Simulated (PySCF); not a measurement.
Spin-rotation constants: SMILES C#C[C@@H]1CCC[C@@H]1C, C$_{8}$H$_{12}$

Molfile (atoms numbered from 1):
```
C8H12
     RDKit          3D

 20 20  0  0  0  0  0  0  0  0999 V2000
    1.8096   -1.9918    0.6836 C   0  0  0  0  0  0  0  0  0  0  0  0
    1.3026   -1.1436    0.0086 C   0  0  0  0  0  0  0  0  0  0  0  0
    0.6950   -0.1041   -0.7988 C   0  0  2  0  0  0  0  0  0  0  0  0
    1.1656    1.2844   -0.3419 C   0  0  0  0  0  0  0  0  0  0  0  0
    0.2707    1.6299    0.8589 C   0  0  0  0  0  0  0  0  0  0  0  0
   -0.9342    0.6753    0.7825 C   0  0  0  0  0  0  0  0  0  0  0  0
   -0.8268   -0.0260   -0.5758 C   0  0  2  0  0  0  0  0  0  0  0  0
   -1.5385   -1.3692   -0.6237 C   0  0  0  0  0  0  0  0  0  0  0  0
    2.2540   -2.7400    1.2693 H   0  0  0  0  0  0  0  0  0  0  0  0
    0.9416   -0.2916   -1.8488 H   0  0  0  0  0  0  0  0  0  0  0  0
    2.2236    1.2914   -0.0825 H   0  0  0  0  0  0  0  0  0  0  0  0
    1.0074    1.9989   -1.1515 H   0  0  0  0  0  0  0  0  0  0  0  0
    0.8114    1.4835    1.7934 H   0  0  0  0  0  0  0  0  0  0  0  0
   -0.0435    2.6729    0.8190 H   0  0  0  0  0  0  0  0  0  0  0  0
   -1.8827    1.2004    0.8906 H   0  0  0  0  0  0  0  0  0  0  0  0
   -0.8703   -0.0726    1.5741 H   0  0  0  0  0  0  0  0  0  0  0  0
   -1.2425    0.6257   -1.3522 H   0  0  0  0  0  0  0  0  0  0  0  0
   -1.1278   -2.0423    0.1254 H   0  0  0  0  0  0  0  0  0  0  0  0
   -1.4190   -1.8306   -1.6018 H   0  0  0  0  0  0  0  0  0  0  0  0
   -2.6015   -1.2399   -0.4315 H   0  0  0  0  0  0  0  0  0  0  0  0
  1  2  3  0
  2  3  1  0
  3  4  1  0
  4  5  1  0
  5  6  1  0
  6  7  1  0
  7  8  1  0
  7  3  1  0
  1  9  1  0
  3 10  1  6
  4 11  1  0
  4 12  1  0
  5 13  1  0
  5 14  1  0
  6 15  1  0
  6 16  1  0
  7 17  1  6
  8 18  1  0
  8 19  1  0
  8 20  1  0
M  END
```

Level of theory: PySCF, GIAO PBE/pcSseg-1 magnetisability, rotational g tensor and spin-rotation constants, non-relativistic, gas phase. Geometry: GFN2-xTB.

Task: Give the nuclear spin-rotation constants along the inertial axes (H = +C I·J) beside the isotropic shieldings.

Result: Rotational constants 2.4668, 2.1535, 1.5057 GHz. A star marks the isotopologue with that one atom substituted, in its own axes.
```
atom  isotope  Caa (kHz)  Cbb (kHz)  Ccc (kHz)  mean (kHz)  σ (ppm)
  H9       1H     -0.079     -0.233     -0.112      -0.141     30.2
 H10       1H     -0.243     -0.216      0.041      -0.139     28.8
 H11       1H     -0.220      0.051     -0.172      -0.113     29.6
 H12       1H     -0.142     -0.223     -0.031      -0.132     29.7
 H13       1H     -0.231     -0.131     -0.033      -0.131     29.5
 H14       1H      0.082     -0.234     -0.162      -0.104     29.8
 H15       1H     -0.041     -0.135     -0.156      -0.111     29.8
 H16       1H     -0.143     -0.251     -0.014      -0.136     29.9
 H17       1H     -0.116     -0.203     -0.061      -0.127     29.7
 H18       1H     -0.109     -0.213     -0.070      -0.131     30.2
 H19       1H     -0.196     -0.213     -0.025      -0.145     30.4
 H20       1H     -0.188     -0.050     -0.144      -0.127     30.4
  C1     13C*      0.378      0.674      0.352       0.468    107.4
  C2     13C*      0.353      0.784      0.403       0.513     92.7
  C3     13C*      0.466      0.363      0.294       0.375    140.9
  C4     13C*      0.423      0.363      0.299       0.362    143.8
  C5     13C*      0.433      0.307      0.247       0.329    156.3
  C6     13C*      0.472      0.355      0.257       0.362    146.7
  C7     13C*      0.481      0.377      0.301       0.386    137.4
  C8     13C*      0.361      0.318      0.235       0.305    163.1
```
For the geometry as given, no vibrational averaging.

Task: How do the rotational constants and the g tensor change when H9, H10, H11, H12, H13, H14, H15, H16, H17, H18, H19, H20 are replaced by deuterium?

Result: Constants 1.9764, 1.7852, 1.2622 GHz; g -0.0012, -0.0016, -0.0012, against -0.0022, -0.0013, -0.0014 before.
